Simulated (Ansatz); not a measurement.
Geometry optimisation, RKS PBE-D4/6-31G in Ansatz 0.2.0.

The input (input.yaml):

```yaml
crystal:
  periodic: [false, false, false]
  atoms:
    - { symbol: Si, position_ang: [0.0, 0.0, 0.0] }
    - { symbol: H, position_ang: [0.0, 0.0, 1.46] }
    - { symbol: C, position_ang: [1.7634, 0.0, -0.6227] }
    - { symbol: H, position_ang: [2.1111, -1.0463, -0.7509] }
    - { symbol: H, position_ang: [1.8119, 0.5276, -1.5981] }
    - { symbol: H, position_ang: [2.4154, 0.5187, 0.1108] }
    - { symbol: O, position_ang: [-0.7913, 1.3709, -0.5594] }
    - { symbol: C, position_ang: [-2.1512, 1.4177, -0.9653] }
    - { symbol: H, position_ang: [-2.7687, 0.8215, -0.2614] }
    - { symbol: H, position_ang: [-2.5023, 2.4707, -0.9639] }
    - { symbol: H, position_ang: [-2.2473, 0.9975, -1.9882] }
    - { symbol: Cl, position_ang: [-1.0032, -1.7381, -0.7093] }
basis:
  gaussian: { orbitals: "6-31G" }
hamiltonian:
  xc: pbe
  dispersion: d4
relax:
  f_tol: 0.02
  max_steps: 40
output:
  orbitals: {}
```

Launched with:

```bash
$ ansatz run input.yaml --threads 1 --pin off --max-ram 2048MiB --backend cpu --events-out ev --progress --plain --runs-dir out
```

Q: Where does it end, and by what steps?

A: It converged. Limits of this set-up: no polarisation functions. After 9 steps the energy has fallen by 0.297 eV; H9 moved furthest, 0.78 Å.

```tsv
step	energy less start (eV)	largest force component (eV/Å)	accepted
0	0.0000	1.309	yes
1	-0.1916	0.650	yes
2	-0.2291	0.285	yes
3	-0.2508	0.198	yes
4	-0.2735	0.393	yes
5	-0.2772	0.403	yes
6	-0.2944	0.223	yes
7	-0.2956	0.047	yes
8	-0.2968	0.020	yes
9	-0.2969	0.011	yes
```

```xyz
12
Properties=species:S:1:pos:R:3
Si -0.007 -0.131 -0.212
H -0.413 -0.312 1.238
C 1.845 0.020 -0.553
H 2.376 -0.877 -0.199
H 2.013 0.129 -1.636
H 2.249 0.908 -0.041
O -0.760 1.277 -0.887
C -2.203 1.513 -0.837
H -2.594 1.425 0.194
H -2.363 2.537 -1.202
H -2.737 0.801 -1.490
Cl -0.769 -1.949 -1.223
```

Whether the end is a true minimum wasn't checked by a vibrational analysis.

The run took 34 s on 1 thread of Intel(R) Xeon(R) 6975P-C (Granite Rapids), with other jobs on the host, peak memory 0.17 GiB.
